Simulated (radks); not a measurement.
Problem. Radial electron density D(r) = 4 pi r^2 rho(r) of an atom or ion with 28 electrons. Method: scalar-relativistic Kohn-Sham, SCAN, spin-unpolarised, spherical densities, finite nucleus; meta-GGA in the generalised Kohn-Sham scheme; Fermi nuclear charge, rms radius of each element as measured or else 0.836 A^(1/3) + 0.57 fm; computed with a radial shooting solver on a logarithmic mesh with Libxc functionals.

```
   r/bohr * D(r) (the largest magnitude, 43.9, reaches the edge; | marks zero)
 0.001624 |*
 0.002114 |*
 0.002775 | *
 0.003613 |   *
 0.004705 |     *
 0.006176 |        *
 0.008042 |             *
  0.01047 |                   *
  0.01363 |                          *
   0.0179 |                                   *
   0.0233 |                                          *
  0.03035 |                                              *
  0.03983 |                                              *
  0.05186 |                                         *
  0.06753 |                                     *
  0.08864 |                                        *
   0.1154 |                                                *
   0.1503 |                                                      *
   0.1957 |                                                *
   0.2569 |                                 *
   0.3345 |                         *
   0.4356 |                             *
   0.5717 |                                *
   0.7444 |                        *
   0.9694 |            *
    1.272 |    *
    1.657 | *
    2.157 |*
    2.809 *
    3.687 *
    4.801 *
    6.252 *
```

What is the nuclear charge?

Solution. Z = 31. The innermost maximum, from 1s, lies near gamma/Z bohr with gamma = sqrt(1 - (Z/c)^2) = 0.974, here 0.0314 bohr (found: 0.0339), and its height grows with Z. The density is that of the gallium ion Ga3+ in [Ar] 3d9 4p1; the configuration itself is not fixed sharply by these data, and Z only to about a unit. D(r) has 3 maxima, at r = 0.0339, 0.154, 0.541 bohr, and minima at 0.0720, 0.343 bohr, inside which lie 2.08, 10.94 electrons.
